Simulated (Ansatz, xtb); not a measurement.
## Two conformers of FGaH5N3

We compare X, `N[NH][Ga]([NH2])[F]`, a singlet, with Y, `N[NH][Ga]([NH2])[F]`, a singlet. Both are isolated molecules in the gas phase, relaxed with PBE0-D3(BJ)/pcseg-1.

X (Å):

| atom | x (Å) | y (Å) | z (Å) |
| --- | --- | --- | --- |
| F | 3.7939 | -1.6936 | -2.2188 |
| Ga | 2.6298 | -0.7593 | -1.2487 |
| N | 0.5015 | -1.1525 | 0.6672 |
| N | 1.5232 | -1.6891 | -0.1368 |
| N | 2.5597 | 1.0390 | -1.5354 |
| H | -0.1720 | -0.6417 | 0.1007 |
| H | 0.8863 | -0.5133 | 1.3591 |
| H | 1.5621 | -2.6966 | -0.0630 |
| H | 3.3305 | 1.4873 | -2.0153 |
| H | 2.1618 | 1.6549 | -0.8379 |

Y (Å):

```yaml
atoms:
  - { symbol: F, position_ang: [0.5396, 1.2302, -2.1936] }
  - { symbol: Ga, position_ang: [0.1188, 0.6063, -0.5761] }
  - { symbol: N, position_ang: [-0.6860, 3.2692, 0.1673] }
  - { symbol: N, position_ang: [-0.5244, 1.9138, 0.5187] }
  - { symbol: N, position_ang: [0.2785, -1.1903, -0.3247] }
  - { symbol: H, position_ang: [0.2142, 3.6673, -0.0915] }
  - { symbol: H, position_ang: [-1.2873, 3.3442, -0.6505] }
  - { symbol: H, position_ang: [-0.8389, 1.7411, 1.4632] }
  - { symbol: H, position_ang: [0.8638, -1.7099, -0.9683] }
  - { symbol: H, position_ang: [0.3506, -1.5673, 0.6121] }
```

**Question.** Estimate E(Y) − E(X) at the level CCSD(T)/def2-SVP + ΔMP2/def2-TZVPP.

**Answer.** Too close to call at this level: CCSD(T)/def2-SVP + ΔMP2/def2-TZVPP gives E(Y) − E(X) = −0.42 kcal/mol.

Level by level:

| level | geometry | E(Y) − E(X) (kcal/mol) | departure from the last row (kcal/mol) | job, with rough time for the two |
| --- | --- | --- | --- | --- |
| PBE0-D3(BJ)/pcseg-1 | PBE0-D3(BJ)/pcseg-1 | −0.60 | −0.18 | optimisation, 39 s |
| HF/def2-SVP | PBE0-D3(BJ)/pcseg-1 | −0.41 | +0.01 | part of the CCSD(T) run |
| MP2/def2-SVP | PBE0-D3(BJ)/pcseg-1 | −0.54 | −0.12 | part of the CCSD(T) run |
| CCSD(T)/def2-SVP | PBE0-D3(BJ)/pcseg-1 | −0.59 | −0.18 | single point |
| CCSD(T)/def2-SVP + ΔMP2/def2-TZVPP | PBE0-D3(BJ)/pcseg-1 | −0.42 |  | single point, 25 s |

The largest departure from CCSD(T)/def2-SVP + ΔMP2/def2-TZVPP is that of PBE0-D3(BJ)/pcseg-1, 0.18 kcal/mol. Levels run at GFN2-xTB geometries aren't shown. The last row adds to CCSD(T) the change of the MP2 difference between the two basis sets, here +0.18 kcal/mol.

With harmonic frequencies from PBE0-D3(BJ)/pcseg-1 (ideal gas, rigid rotor, one conformer each, 298.15 K, 1 atm): the zero-point term adds +0.03 kcal/mol; ΔH is −0.34 and ΔG −0.41 kcal/mol.

The correlated steps freeze 13 core orbitals; the filled d shell of Ga is correlated, in a basis made for valence electrons. Codes used: Ansatz 0.2.0; the last row on 2 threads of Intel(R) Xeon(R) 6975P-C (Granite Rapids) on a shared host.
